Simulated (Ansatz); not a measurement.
Species: C5H7Si (charge -1, singlet). It need not be the lowest isomer of its formula. Whether it binds its extra electron was not tested at this geometry. 
Geometry from a B3LYP-D3(BJ)/def2-TZVP (Ansatz, a program for electronic structure) optimisation:
SMILES: [SiH3]C1C[C-]=CC=1
```xyz
13

Si    -1.9910     0.2465     0.2623
C     -0.2038     0.0309     0.0348
C      0.7876     0.5537     0.8134
C      2.0952     0.1639     0.3201
C      2.0399    -0.6315    -0.8026
C      0.5331    -0.7596    -1.0472
H     -2.7565    -1.0293     0.4599
H     -2.6986     0.8832    -0.8980
H     -2.3258     1.0973     1.4464
H      0.6101     1.1798     1.6876
H      3.0091     0.4887     0.8165
H      0.2840    -0.3957    -2.0537
H      0.2409    -1.8189    -1.0432
```
Charge -1, spin multiplicity 1.

Basis-set convergence of Hartree-Fock and MP2 correlation energies (hartree) with Ansatz. Correlated levels leave the core frozen unless marked. No spin-orbit coupling. No relativistic terms.

```json
[
 {"basis": "aug-cc-pV(D+d)Z", "functions": "210", "E(HF)": "-482.27239", "E(corr, MP2)": "-0.80672"},
 {"basis": "aug-cc-pV(T+d)Z", "functions": "446", "E(HF)": "___", "E(corr, MP2)": "___"}
]
```

Problem. What belongs in the gaps?

Solution. 
- aug-cc-pV(T+d)Z, E(HF): -482.32531
- aug-cc-pV(T+d)Z, E(corr, MP2): -0.95752
